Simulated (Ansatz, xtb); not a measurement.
**Ranking isomers of C5H3ClO3**

7 gas-phase structures of C5H3ClO3, from a drawn sample of its isomers (lower ones may exist). Each was relaxed with GFN2-xTB; where two conformers were screened, the lower at r2SCAN-D4/def2-SVP is listed:

A. `C=CC1=C(Cl)OC(=O)O1`, a singlet
B. `O=C1C=C(CCl)C(=O)O1`, a singlet
C. `O=C(O)c1coc(Cl)c1`, a singlet
D. `O=C(O)c1ccc(Cl)o1`, a singlet
E. `O=COc1cc(Cl)co1`, a singlet
F. `CC1=C(Cl)C(=O)OC1=O`, a singlet
G. `O=C1C=C(Cl)C(=O)CO1`, a singlet

Q: Make a reasoned guess at their ranking by r2SCAN-D4/def2-SVP single-point energy.

A: Calculated order at r2SCAN-D4/def2-SVP: F (0.0), B (20.7), D (45.2), C (45.6), G (89.6), A (116.3), E (125.2) kJ/mol. Less than 1 kcal/mol parts D and C, so the order within that pair means little.

Energies above the lowest of each column, in kJ/mol; the last columns are at B3LYP-D3(BJ)/def2-SVP geometries and were run for some of them only (a dash: not run or not comparable):

```
structure  GFN2-xTB  HF/STO-3G  r2SCAN-D4/def2-SVP  B3LYP-D3(BJ)/def2-SVP  CCSD(T)/def2-SVP + ΔMP2/def2-TZVPP
        F       9.3        0.0                 0.0                    0.0                                 0.0
        B      38.9        4.5                20.7                   15.9                                10.7
        D       3.3       53.8                45.2                   45.2                                44.6
        C       0.0       48.5                45.6                   43.2                                40.4
        G      80.8       95.0                89.6                      –                                   –
        A      24.2       85.5               116.3                      –                                   –
        E      31.7       66.8               125.2                      –                                   –
```

CCSD(T)/def2-SVP + ΔMP2/def2-TZVPP puts F lowest of those it was run on; GFN2-xTB picks C. CCSD(T)/def2-SVP + ΔMP2/def2-TZVPP orders those it was run on as F (0.0), B (10.7), C (40.4), D (44.6) kJ/mol. Flexible structures stand in one conformer each, not always the lowest. Frequencies (GFN2-xTB) were run for B, C, D, F alone. ΔMP2 is the change of the MP2 energy from the smaller to the larger basis.

Over these structures GFN2-xTB departs from r2SCAN-D4/def2-SVP by 36.5 kJ/mol on average once a common shift is removed. A GFN2-xTB relaxation took about 0.075 s and the r2SCAN-D4/def2-SVP energy about 2 s on a shared host (Ansatz 0.2.0, xtb 6.7.1).
